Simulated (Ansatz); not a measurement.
`[F][In]([Cl])[Cl]` + H₂S → `[SH][In]([Cl])[Cl]` + H–F at 400 K and 1 bar (ligand exchange at the In–F bond).

Program: Ansatz. Geometries: PBE0-D4/def2-TZVP. ΔE: electronic, gas phase. CCSD(T)/CBS is the MP2 limit (def2-TZVPP, def2-QZVPP) plus CCSD(T) − MP2 in def2-TZVPP, frozen cores. This one scheme is used for every species. Elements past krypton have def2 core potentials. For In outer-core shells are correlated without core-valence functions, which leaves a few kJ/mol of doubt a bond. Each species was taken in one conformer, which may not be the lowest.

```csv
species,CCSD(T)/CBS energy (Eh),H − E (kJ/mol),S (J/(mol·K))
`[F][In]([Cl])[Cl]`,-1209.28900,35.7,362.0
H₂S,-398.97279,53.4,215.9
`[SH][In]([Cl])[Cl]`,-1507.88474,59.4,392.7
H–F,-100.39570,36.5,182.2
```

H − E and S are ideal-gas, rigid-rotor, harmonic terms from PBE0-D4/def2-TZVP, for one conformer and one mirror image of each species. 1 Eh = 2625.50 kJ/mol, R = 8.31446 J/(mol·K).

Problem. By hand: ΔE, ΔH, ΔS and ΔG.

Solution. ΔE = (-1507.88474) + (-100.39570) − (-1209.28900) − (-398.97279) = -0.01865 Eh = -49.0 kJ/mol. Δ(H − E) = 59.4 + 36.5 − 35.7 − 53.4 = 6.8, so ΔH = -42.2 kJ/mol. ΔS = 392.7 + 182.2 − 362.0 − 215.9 = -3.0 J/(mol·K). ΔG = -42.2 − 400 × (-3.0)/1000 = -41.0 kJ/mol.

Problem. By hand: the equilibrium constant, and the temperature at which ΔG would vanish if ΔH and ΔS stayed fixed.

Solution. log₁₀ K = −ΔG/(RT ln 10) = 5.4. ΔG = 0 at ΔH/ΔS = 14067 K, far beyond where these terms or the molecules hold.

The number of gas molecules stays the same, so ΔS is small and ΔH decides. A doubt of 5 kJ/mol in ΔE shifts log₁₀ K by 0.7 here. Other conformers and mirror images would add mixing entropy, several J/(mol·K) or more a flexible species. These are equilibria of isolated gas molecules and say nothing of rates. Largest T1 diagnostic: 0.014 (customary marks: 0.02 for closed shells, 0.045 for open ones).
